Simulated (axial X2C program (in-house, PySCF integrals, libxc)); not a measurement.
**Low determinants of NaSc⁻ at the PBE0 level, with spin–orbit coupling**

Calculated with an in-house relativistic program for diatomic molecules. Two-component (2c) means X2C with spin–orbit coupling and atomic mean-field two-electron Coulomb and Gaunt terms. Basis: Sc dyall-acv3z [11s12p8d5f2g], Na dyall-av3z [10s9p5d2f] (cores contracted in-house); Gaussian nuclei, density fitting, unrestricted open shells. Masses: Sc 44.956 u, Na 22.990 u.

Search at 3.737 Å (vertical energies from the lowest determinant):

```json
{"ΔE (eV)": "0.00", "state": "Ω = 3/2", "electrons beyond evenly filled partner blocks": "ω = 3/2", "electrons in ±ω = 1/2, 3/2, 5/2, 7/2": "26 7 0 0"}
{"ΔE (eV)": "0.02", "state": "Ω = 5/2", "electrons beyond evenly filled partner blocks": "ω = 5/2", "electrons in ±ω = 1/2, 3/2, 5/2, 7/2": "26 6 1 0"}
{"ΔE (eV)": "0.04", "state": "Ω = 1/2", "electrons beyond evenly filled partner blocks": "ω = 1/2", "electrons in ±ω = 1/2, 3/2, 5/2, 7/2": "27 6 0 0"}
{"ΔE (eV)": "0.41", "state": "Ω = 1/2", "electrons beyond evenly filled partner blocks": "2 × ω = -1/2, ω = 3/2", "electrons in ±ω = 1/2, 3/2, 5/2, 7/2": "26 7 0 0"}
{"ΔE (eV)": "0.42", "state": "Ω = 7/2", "electrons beyond evenly filled partner blocks": "2 × ω = 1/2, ω = 5/2", "electrons in ±ω = 1/2, 3/2, 5/2, 7/2": "26 6 1 0"}
{"ΔE (eV)": "0.50", "state": "Ω = 9/2", "electrons beyond evenly filled partner blocks": "ω = 1/2, ω = 3/2, ω = 5/2", "electrons in ±ω = 1/2, 3/2, 5/2, 7/2": "25 7 1 0"}
{"ΔE (eV)": "0.53", "state": "Ω = 5/2", "electrons beyond evenly filled partner blocks": "2 × ω = 1/2, ω = 3/2", "electrons in ±ω = 1/2, 3/2, 5/2, 7/2": "26 7 0 0"}
```

Lowest determinant, Ω = 3/2 (⟨Sz⟩ = -0.50, ⟨Lz⟩ = 2.00 at PBE0): Re = 3.729 Å, ωe = 99.7 cm⁻¹.

The determinant in row 2 of the search, Ω = 5/2 (⟨Sz⟩ = 0.50, ⟨Lz⟩ = 2.00 at PBE0), was followed along the bond at PBE0; measured from the minimum of the lowest determinant it gives:

Te = 0.016 eV (129 cm⁻¹), Re = 3.728 Å, ωe = 99.8 cm⁻¹.

(1) Compare the bond of the determinant in row 2 with that of the lowest one.

The search compares states at one distance, so a state with another bond length can lie lower; it is not exhaustive and yields mostly the lowest determinant of each block pattern, so other components and higher states of one pattern are missing. These are energies of single determinants, not of spin-adapted states; PBE0 term energies can be off by some tenths of an eV, and the functional has no current term. The lowest determinant need not be the ground state where others lie within half an eV. For an anion, determinants above electron detachment are held by the basis set. The highest occupied level of some functionals is positive through self-interaction error; at Hartree–Fock it is bound. Row 1 has a positive highest level at its minimum. Row 2 has a positive highest level at its minimum.

## Answers

(1) At PBE0 its Re is 0.001 Å shorter and its force constant, which goes as ωe², is 1.00 times that of the lowest determinant. T0 ≈ Te + Δωe/2 = 129 + (0) = 129 cm⁻¹.
